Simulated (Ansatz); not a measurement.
Ideal-gas functions of `N#C[Si](C#N)C#N` radical at 600 K and 1 bar, from an Ansatz frequency run at PBE0-D4/def2-TZVP.

Molar mass 106.14 g/mol, point group C3v (symmetry number 3), electronic degeneracy 2, moments of inertia 235.745, 235.921, 449.881 u Å². Harmonic wavenumbers (cm⁻¹, unscaled): 93, 93, 111, 261, 278, 278, 395, 397, 397, 524, 705, 705, 2306, 2306, 2308.

Use S(trans) = R[1.5 ln M + 2.5 ln T − 1.1517]; rotational temperatures θ = 24.2544 K / I; S(rot) = R[ln(√π/σ · √(T³/θAθBθC)) + 1.5]; for each mode x = 1.438777 ν̃/T, S = R[x/(eˣ − 1) − ln(1 − e⁻ˣ)] and H = RT x/(eˣ − 1); 1 cm⁻¹ = 0.0119627 kJ/mol; R = 8.31446 J/(mol·K).

**Question.** By hand: the entropy, in J/(mol·K).

**Answer.** Translation 181.6. Rotation: θ = 0.1029, 0.1028, 0.0539 K, giving 118.9. Vibration, mode by mode: 20.81, 20.81, 19.34, 12.35, 11.84, 11.84, 9.07, 9.03, 9.03, 6.94, 4.87, 4.87, 0.22, 0.22, 0.22, in all 141.4. Electronic 5.8. Sum 447.7 J/(mol·K).

**Question.** By hand: H − E and G − E in kJ/mol, counted from the electronic energy.

**Answer.** Zero-point energy ½ × 11157 × 0.0119627 = 66.7; thermal vibration 39.5; translation, rotation and pV give 4 RT = 20.0. H − E = 126.2 kJ/mol, and G − E = 126.2 − 600 × 447.7/1000 = -142.4 kJ/mol.

Vibration gives 32 % of the entropy, 61.0 J/(mol·K) of it from the modes under 150 cm⁻¹: soft modes count most, and the harmonic formula is weakest for them.
